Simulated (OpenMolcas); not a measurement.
Cl+: input and output

Input:

```
&GATEWAY
Coord
1

Cl 0.0 0.0 0.0
Basis=ANO-RCC-VDZP
Group=XYZ
NoMove
AngMom=0.0 0.0 0.0
AMFI
&SEWARD
&RASSCF
FileOrb=start.orb
Symmetry=1
Spin=3
nActEl=4 0 0
Inactive=3 3
Ras2=0 3
CIRoot=3 3 1
SDav=3
CIMx=300
Iter=120 100
PrWF=0.3
OrbListing=Nothing
MaxOrb=0
Atom
>>> COPY $Project.JobIph JOB001
&RASSCF
FileOrb=start.orb
Symmetry=1
Spin=1
nActEl=4 0 0
Inactive=3 3
Ras2=0 3
CIRoot=6 6 1
SDav=6
CIMx=300
Iter=120 100
PrWF=0.3
OrbListing=Nothing
MaxOrb=0
Atom
>>> COPY $Project.JobIph JOB002
&RASSI
NrOfJobIphs=2 3 6
1 2 3
1 2 3 4 5 6
IphNames
JOB001
JOB002
EJob
SpinOrbit
DIPRint=1.0
SOCoupling=1000.0
Subsets=2
MEES
Property=10
'ANGMOM' 1 'ANGMOM' 2 'ANGMOM' 3 'MLTPL  1' 1 'MLTPL  1' 2 'MLTPL  1' 3
'AMFI' 1 'AMFI' 2 'AMFI' 3 'MLTPL  2' 6
SOProperty=3
'ANGMOM' 1 'ANGMOM' 2 'ANGMOM' 3
```

A driver script runs the steps one by one and writes start.orb anew before each from the orbitals found so far.

Output, cut to the results:

```
--- SEWARD ---
Basis set label: CL.ANO-RCC...4S3P1D.

      Electronic valence basis set:
      ------------------
      Associated Effective Charge  17.000000 au
      Associated Actual Charge     17.000000 au
      Nuclear Model: Point charge

      Shell  nPrim  nBasis  Cartesian Spherical Contaminant
         s      17       4        X
         p      12       3        X
         d       5       1                 X
                  Relativistic Douglas-Kroll-Hess integrals:
                    - DKH order of Hamiltonian: 2
                    - DKH order of Properties : 0
                  Atomic mean-field integrals
--- RASSCF ---
Wave function specifications:
      -----------------------------

      Number of closed shell electrons          12
      Number of electrons in active shells       4
      Max number of holes in RAS1 space          0
      Max nr of electrons in RAS3 space          0
      Number of inactive orbitals                6
      Number of active orbitals                  3
      Number of secondary orbitals               9
      Spin quantum number                      1.0
      State symmetry                             1
Orbital specifications:
      -----------------------

      Symmetry species                           1   2
                                                ag  au
      Frozen orbitals                            0   0
      Inactive orbitals                          3   3
      Active orbitals                            0   3
      RAS1 orbitals                              0   0
      RAS2 orbitals                              0   3
      RAS3 orbitals                              0   0
      Secondary orbitals                         6   3
      Deleted orbitals                           0   0
      Number of basis functions                  9   9
      Number of CSFs                             3
      Number of root(s) required                 3
      Iter CI   SX   CI       RASSCF       Energy    max ROT     max BLB   max BLB  Level Ln srch  Step   QN
          iter iter root      energy       change     param      element    value   shift minimum  type update
 Nr of preliminary CI iterations:   1
        1   1    5    0  -460.40527678    0.00E+00  -1.11E-01*   3   4 1  1.76E-01*  0.00   0.00    SX    NO
        2   1    5    0  -460.45691026   -5.16E-02*  9.87E-03    3   4 1 -1.87E-02*  0.00   0.00    SX    NO
        3   1    4    0  -460.45739298   -4.83E-04*  1.74E-03    6   9 2  2.07E-03*  0.00   0.00    SX    NO
        4   1    4    0  -460.45740359   -1.06E-05*  2.31E-04    3   4 1 -5.03E-04*  0.00   0.00    SX    NO
        5   1    3    0  -460.45740384   -2.44E-07*  3.51E-05    5   8 2  4.84E-05   0.00   0.88    QN   YES
        6   1    3    0  -460.45740384   -5.82E-09  -2.53E-06    3   4 1 -8.19E-06   0.00   1.02    QN   YES
      Convergence after  6 iterations
        7   1    3    0  -460.45740384   -3.23E-11  -2.53E-06    3   4 1 -1.62E-06   0.00   1.02    QN   YES
      Natural orbitals and occupation numbers for root  1
      sym 2:   2.000000   1.000000   1.000000
      Natural orbitals and occupation numbers for root  2
      sym 2:   1.000000   2.000000   1.000000
      Natural orbitals and occupation numbers for root  3
      sym 2:   1.000000   1.000000   2.000000
::    RASSCF root number  1 Total energy:   -460.45740384
::    RASSCF root number  2 Total energy:   -460.45740384
::    RASSCF root number  3 Total energy:   -460.45740384
--- RASSCF ---
Wave function specifications:
      -----------------------------

      Number of closed shell electrons          12
      Number of electrons in active shells       4
      Max number of holes in RAS1 space          0
      Max nr of electrons in RAS3 space          0
      Number of inactive orbitals                6
      Number of active orbitals                  3
      Number of secondary orbitals               9
      Spin quantum number                      0.0
      State symmetry                             1
Orbital specifications:
      -----------------------

      Symmetry species                           1   2
                                                ag  au
      Frozen orbitals                            0   0
      Inactive orbitals                          3   3
      Active orbitals                            0   3
      RAS1 orbitals                              0   0
      RAS2 orbitals                              0   3
...
--- RASSI ---
SPIN-FREE ENERGIES:
  (Shifted by EMIN (a.u.) =       -460.4574038410)

 SF State       Relative EMIN(au)   Rel lowest level(eV)    D:o, cm**(-1)      L_eff

     1             0.0000000000        0.0000000000              0.0000         1.0
     2             0.0000000000        0.0000000000              0.0000         1.0
     3             0.0000000000        0.0000000000              0.0000         1.0
     4             0.0639794202        1.7409687150          14041.8597         2.0
     5             0.0639794202        1.7409687150          14041.8597         2.0
     6             0.0639794202        1.7409687150          14041.8597         2.0
     7             0.0639794202        1.7409687150          14041.8597         2.0
     8             0.0639794202        1.7409687150          14041.8597         2.0
     9             0.1594365534        4.3384896353          34992.2788         0.0
     Dipole printing threshold changed to   1.00000000E+00
Eigenvalues of complex Hamiltonian:
   -----------------------------------
  (Shifted by EMIN (a.u.) =       -460.4574038410)

 SO State       Relative EMIN(au)   Rel lowest level(eV)    D:o, cm**(-1)     J-value

     1            -0.0015372573        0.0000000000              0.0000         2.0
     2            -0.0015372573        0.0000000000              0.0000         1.6
     3            -0.0015372573        0.0000000000              0.0000         1.5
     4            -0.0015372573        0.0000000000              0.0000         1.4
     5            -0.0015372573        0.0000000000              0.0000         1.3
     6             0.0014716431        0.0818763525            660.3773         0.6
     7             0.0014716431        0.0818763525            660.3773         0.6
     8             0.0014716431        0.0818763525            660.3773         1.0
     9             0.0028334846        0.1189339453            959.2670        -0.0
...
```

The J values that RASSI prints are effective ones from its own formula and need not be integers or half-integers; the table below assigns J from the states.

Levels above the lowest, from the spin-orbit matrix, grouped by J:

```
Configuration  Term  J  E (cm-1)  Measured (cm-1)      g  Term weight %
      3s2 3p4    3P  2       0.0              0.0  1.501            100
      3s2 3p4    3P  1       660              696  1.501            100
      3s2 3p4    3P  0       959              996                   100
      3s2 3p4    1D  2     14394            11654  1.001            100
      3s2 3p4    1S  0     35354            27878                   100
```

Against the 4 measured excited levels shown (NIST Handbook of Basic Atomic Spectroscopic Data) the mean absolute deviation is 2600 cm-1; the largest miss in energy is 3s2 3p4 1S0: computed 35354, measured 27878 cm-1 (+26.8 %).

Without dynamic correlation excited terms often stand tens of per cent too high (terms of higher spin than the ground term too low), and those without a measured partner can miss by more than the paired ones. With the s shell closed, the reference lacks s² → p² mixing. Measured partners are found by configuration, term and J. A level has none where our copy of the source lacks it or the pairing is in doubt (some pairs that miss far off the trend of their configuration count as doubtful), and it then counts in no deviation. Levels of configurations outside the active space are missing.

The term weight is that of the spin-free term in the level, not the purity of its configuration.
